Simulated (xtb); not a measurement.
C2H6Cl2Sn (SMILES [CH3][Sn]([CH3])([Cl])[Cl]), singlet, geometry from GFN2-xTB (such geometries of metal compounds can be far from the true shape); GFN2-xTB with GBSA(chcl3) (xtb 6.7.1).

xtb was given this input:
```
$ xtb mol.xyz --gfn 2 --gbsa chcl3 --json

# file mol.xyz
11

C      1.80274258    -1.51892946     0.13022470
Sn    -0.01552912    -0.26777656    -0.05001192
C     -1.95844921    -1.15908069    -0.62853208
Cl     0.45401961     1.44019862    -1.56676734
Cl    -0.32257777     0.82263295     1.98839743
H      1.64728004    -2.25891613     0.90564891
H      2.63055354    -0.87076108     0.39427872
H      1.99607754    -2.00130122    -0.82002828
H     -2.68555220    -0.35840678    -0.70224067
H     -2.26178223    -1.86871977     0.13139445
H     -1.85039202    -1.65314243    -1.58632442
```

Output, abridged:

```
   ID    Z sym.   atoms
    1    6 C      1, 3
    2   50 Sn     2
    3   17 Cl     4, 5
    4    1 H      6-11

           -------------------------------------------------
          |                Calculation Setup                |
           -------------------------------------------------

           -------------------------------------------------
          |                 G F N 2 - x T B                 |
           -------------------------------------------------

      * Solvation model:               GBSA
        Solvent                        chcl3
        Parameter file                 internal GFN2-xTB/GBSA
        Dielectric constant                4.8100E+00
        Reference state                gsolv [1 M gas/solution]
        Free energy shift                  4.1068E-03 Eh       2.5771E+00 kcal/mol
        Temperature                        2.9815E+02 K
        Density                            1.4900E+00 kg/L
        Solvent mass                       1.1938E+02 g/mol
        Interaction kernel             Still
        Born radius scaling (c1)           1.3539E+00
        Born radii integrator          GBOBC
        Born offset                        1.4626E-02 a0       2.7639E-02 AA
        H-bond correction              false
        Ion screening                  false
        Surface tension                    1.0000E-05 Eh       1.5569E+01 dyn/cm
        Grid points                               230 per atom

          ...................................................
          :                      SETUP                      :
          :.................................................:
          :  # basis functions                  44          :
          :  # atomic orbitals                  41          :
          :  # shells                           19          :
          :  # electrons                        32          :
          :  max. iterations                   250          :
          :  Hamiltonian                  GFN2-xTB          :
          :  restarted?                      false          :
          :  GBSA solvation                   true          :
          :  PC potential                    false          :
          :  electronic temp.          300.0000000     K    :
          :  accuracy                    1.0000000          :
          :  -> integral cutoff          0.2500000E+02      :
          :  -> integral neglect         0.1000000E-07      :
          :  -> SCF convergence          0.1000000E-05 Eh   :
          :  -> wf. convergence          0.1000000E-03 e    :
          :  Broyden damping             0.4000000          :
          :  net charge                          0          :
          :  unpaired electrons                  0          :
          ...................................................

 iter      E             dE          RMSdq      gap      omega  full diag
   1    -18.0567211 -0.180567E+02  0.106E+01    3.92       0.0  T
   2    -17.5775693  0.479152E+00  0.119E+01    4.26       1.0  T
   3    -18.7203886 -0.114282E+01  0.202E+00    3.62       1.0  T
   4    -18.7054938  0.148948E-01  0.204E+00    3.58       1.0  T
   5    -18.7208700 -0.153761E-01  0.964E-01    3.56       1.0  T
   6    -18.7220418 -0.117186E-02  0.517E-01    3.56       1.0  T
   7    -18.7221561 -0.114210E-03  0.988E-02    3.55       1.0  T
   8    -18.7221158  0.403053E-04  0.143E-01    3.55       1.0  T
   9    -18.7221618 -0.460303E-04  0.829E-02    3.55       1.0  T
  10    -18.7221608  0.960726E-06  0.749E-02    3.55       1.0  T
  11    -18.7221743 -0.135187E-04  0.366E-02    3.55       1.0  T
  12    -18.7221788 -0.447995E-05  0.364E-03    3.55       8.3  T
  13    -18.7221789 -0.367248E-07  0.184E-03    3.55      16.4  T
  14    -18.7221789 -0.508329E-09  0.147E-03    3.55      20.6  T
  15    -18.7221789 -0.461458E-08  0.983E-04    3.55      30.7  T
  16    -18.7221789 -0.141385E-08  0.362E-04    3.55      83.3  T

   *** convergence criteria satisfied after 16 iterations ***

         :::::::::::::::::::::::::::::::::::::::::::::::::::::
         ::                     SUMMARY                     ::
         :::::::::::::::::::::::::::::::::::::::::::::::::::::
         :: total energy             -18.606973718156 Eh    ::
         :: total w/o Gsasa/hb       -18.598024501342 Eh    ::
         :: gradient norm              0.018037424428 Eh/a0 ::
         :: HOMO-LUMO gap              3.552997710774 eV    ::
         ::.................................................::
         :: SCC energy               -18.722143776245 Eh    ::
         :: -> isotropic ES            0.017064213653 Eh    ::
         :: -> anisotropic ES         -0.002355861994 Eh    ::
         :: -> anisotropic XC          0.006765199931 Eh    ::
         :: -> dispersion             -0.007806808966 Eh    ::
         :: -> Gsolv                  -0.019500621325 Eh    ::
         ::    -> Gelec               -0.010551404511 Eh    ::
         ::    -> Gsasa               -0.013056011588 Eh    ::
         ::    -> Ghb                  0.000000000000 Eh    ::
         ::    -> Gshift               0.004106794775 Eh    ::
         :: repulsion energy           0.115170058089 Eh    ::
         :: add. restraining           0.000000000000 Eh    ::
         :: total charge              -0.000000000000 e     ::
         :::::::::::::::::::::::::::::::::::::::::::::::::::::

           -------------------------------------------------
          |                Property Printout                |
           -------------------------------------------------

    * Orbital Energies and Occupations

         #    Occupation            Energy/Eh            Energy/eV
      -------------------------------------------------------------
         1        2.0000           -1.0541536             -28.6850
       ...           ...                  ...                  ...
         4        2.0000           -0.6008486             -16.3499
         5        2.0000           -0.5943050             -16.1719
         6        2.0000           -0.4956652             -13.4877
         7        2.0000           -0.4949008             -13.4669
         8        2.0000           -0.4923063             -13.3963
         9        2.0000           -0.4922189             -13.3940
        10        2.0000           -0.4575113             -12.4495
        11        2.0000           -0.4506638             -12.2632
        12        2.0000           -0.4489074             -12.2154
        13        2.0000           -0.4339638             -11.8088
        14        2.0000           -0.4308105             -11.7230
        15        2.0000           -0.4280830             -11.6487
        16        2.0000           -0.4158683             -11.3164 (HOMO)
        17                         -0.2852981              -7.7634 (LUMO)
        18                         -0.1064417              -2.8964
        19                         -0.1023403              -2.7848
        20                         -0.0630892              -1.7167
        21                         -0.0044101              -0.1200
        22                         -0.0006182              -0.0168
        23                          0.0265319               0.7220
        24                          0.0271425               0.7386
        25                          0.0282975               0.7700
        26                          0.0283426               0.7712
        27                          0.0285578               0.7771
       ...                                ...                  ...
        41                          0.7217571              19.6400
      -------------------------------------------------------------
                  HL-Gap            0.1305703 Eh            3.5530 eV
             Fermi-level           -0.3505832 Eh           -9.5399 eV

     #   Z          covCN         q      C6AA      α(0)
     1   6 C        3.643    -0.144    23.671     6.994
     2  50 Sn       3.352     0.365   328.185    33.689
     3   6 C        3.643    -0.144    23.671     6.994
     4  17 Cl       0.807    -0.315   109.146    15.982
     5  17 Cl       0.807    -0.315   109.152    15.982
     6   1 H        0.926     0.093     1.852     2.128
     7   1 H        0.926     0.091     1.871     2.139
     8   1 H        0.926     0.093     1.852     2.128
     9   1 H        0.926     0.091     1.871     2.139
    10   1 H        0.926     0.093     1.852     2.128
    11   1 H        0.926     0.093     1.851     2.128

 Mol. C6AA /au·bohr⁶  :       3213.888431
 Mol. C8AA /au·bohr⁸  :     173742.297132
 Mol. α(0) /au        :         92.431455

Wiberg/Mayer (AO) data.
largest (>0.10) Wiberg bond orders for each atom

 ---------------------------------------------------------------------------
     #   Z sym  total        # sym  WBO       # sym  WBO       # sym  WBO
 ---------------------------------------------------------------------------
     1   6 C    3.984 --     8 H    0.962     6 H    0.962     7 H    0.956
                             2 Sn   0.633     3 C    0.241     5 Cl   0.112
                             4 Cl   0.112
     2  50 Sn   3.068 --     4 Cl   0.822     5 Cl   0.822     3 C    0.633
                             1 C    0.633
     3   6 C    3.984 --    11 H    0.962    10 H    0.962     9 H    0.956
                             2 Sn   0.633     1 C    0.241     4 Cl   0.112
                             5 Cl   0.112
     4  17 Cl   1.116 --     2 Sn   0.822     3 C    0.112     1 C    0.112
     5  17 Cl   1.116 --     2 Sn   0.822     1 C    0.112     3 C    0.112
     6   1 H    0.991 --     1 C    0.962
     7   1 H    0.991 --     1 C    0.956
     8   1 H    0.991 --     1 C    0.962
     9   1 H    0.991 --     3 C    0.956
    10   1 H    0.991 --     3 C    0.962
    11   1 H    0.991 --     3 C    0.962
 ---------------------------------------------------------------------------

Topologies differ in total number of bonds
Writing topology from bond orders to xtbtopo.mol

molecular dipole:
                 x           y           z       tot (Debye)
 q only:       -0.138      -2.379      -0.444
   full:       -0.128      -2.202      -0.411       5.703
molecular quadrupole (traceless):
                xx          xy          yy          xz          yz          zz
 q only:        8.331      -1.146       0.607       3.816       1.599      -8.938
  q+dip:        8.106      -1.098       1.668       3.978       1.958      -9.774
   full:        7.679      -1.034       1.935       3.855       1.988      -9.613

           -------------------------------------------------
          | TOTAL ENERGY              -18.606973718156 Eh   |
          | GRADIENT NORM               0.018037424428 Eh/α |
          | HOMO-LUMO GAP               3.552997710774 eV   |
           -------------------------------------------------

normal termination of xtb
```
